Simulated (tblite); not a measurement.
Compound: C₃H₁₁ClOSi₄.
SMILES with atom numbers: `[CH2:1]=[CH:2][Si@@:3]1([Cl:4])[O:5][Si@H:6]([CH3:7])[SiH2:8][SiH2:9]1` (hydrogens: H10, H11 on C1; H12 on C2; H13 on Si6; H14, H15, H16 on C7; H17, H18 on Si8; H19, H20 on Si9)

Cartesian coordinates in Å at the GFN2-xTB level; atoms count from 1:
```
atom  x, y, z in Å
C1     3.8810    0.2401   -0.5088
C2     2.6102    0.4915   -0.7793
Si3    1.1592   -0.1686    0.2210
Cl4    1.6517   -0.1014    2.1938
O5    -0.0237    0.9442    0.0208
Si6   -1.6585    1.0025   -0.1915
C7    -2.4281    1.5809    1.4451
Si8   -2.0825   -1.2250   -0.7338
Si9    0.0635   -2.1238   -0.4054
H10    4.6916    0.6165   -1.1141
H11    4.1687   -0.3481    0.3481
H12    2.3692    1.0880   -1.6505
H13   -1.7748    2.0516   -1.2104
H14   -2.0444    2.5526    1.7443
H15   -2.2091    0.8841    2.2507
H16   -3.5076    1.6628    1.3620
H17   -2.5882   -1.4020   -2.1048
H18   -3.1335   -1.8358    0.0983
H19    0.1685   -3.1799    0.6129
H20    0.6816   -2.7195   -1.6016
```

Method: GFN2-xTB as coded in tblite; computed harmonic values from a numerical Hessian at the method's own geometry, unscaled. The method is semi-empirical: single wavenumbers can be off by several per cent or more. Modes of hydrogen on silicon can be 10 to 20 % off. One conformer, not necessarily the lowest.

Harmonic wavenumbers (cm⁻¹): 29.9, 34.3, 38.9, 88.5, 103.2, 106.2, 124.8, 134.7, 161.8, 197.8, 239.6, 271.1, 310.3, 339.6, 374.4, 385.2, 405.0, 421.2, 463.4, 482.6, 490.0, 510.3, 548.7, 592.5, 613.6, 620.2, 677.4, 722.0, 757.2, 802.8, 811.8, 820.5, 833.1, 919.1, 942.6, 1005.0, 1025.4, 1263.9, 1371.6, 1419.7, 1484.5, 1485.7, 1667.1, 2146.5, 2160.7, 2165.5, 2178.3, 2194.7, 3024.0, 3030.4, 3036.1, 3043.6, 3076.1, 3102.0.

A = 994.9, B = 541.5, C = 464.2 MHz; mass 209.958 u (most abundant isotopes); point group C1, symmetry number 1.

Task: What is the zero-point energy?

Result: Half the sum of the wavenumbers: 27628 cm⁻¹ = 330.50 kJ/mol.

Task: Give the ideal-gas entropy at 298.15 K and 1 bar in the rigid-rotor, harmonic-oscillator model (classical rotation).

Result: Translation 175.54, rotation 131.92, vibration 227.59: S = 535.1 J/(mol K).

Task: And Cp and H(298.15 K) − H(0)?

Result: Cp = 236.08 J/(mol K), of which vibrations give 202.82 (their classical limit is 54 R = 449.0); H(298.15 K) − H(0) = 43.43 kJ/mol without the zero-point energy, 33.52 from vibrations.

Task: Blend soft modes into free rotors: weight 1/[1 + (100 cm⁻¹/ν̃)⁴] for the oscillator and the rest for a rotor with moment μB/(μ + B), μ = h/(8π²ν), B = 10⁻⁴⁴ kg m². What vibrational entropy results?

Result: 202.48 J/(mol K) in place of 227.59, which changes −T·S at 298.15 K by +7.49 kJ/mol.

Task: How do the functions run with temperature in this model?

Result: 
```tsv
T (K)	S (J/(mol K))	Cp (J/(mol K))	H − H(0) (kJ/mol)	G − H(0) (kJ/mol)	ln q(vib)
150	403.4	151.2	14.33	-46.19	6.80
250	495.6	212.2	32.62	-91.27	11.63
400	610.3	276.3	69.63	-174.51	18.32
600	733.4	330.1	130.68	-309.35	26.23
900	877.6	380.3	237.87	-551.94	36.36
```

q(vib) and H(0) count from the zero-point level.

Hindered rotation and anharmonicity are outside this model. Other conformers, if any are populated, would add a mixing term that is left out. The structure is chiral; the term R ln 2 for an equal mix with its mirror image is left out.
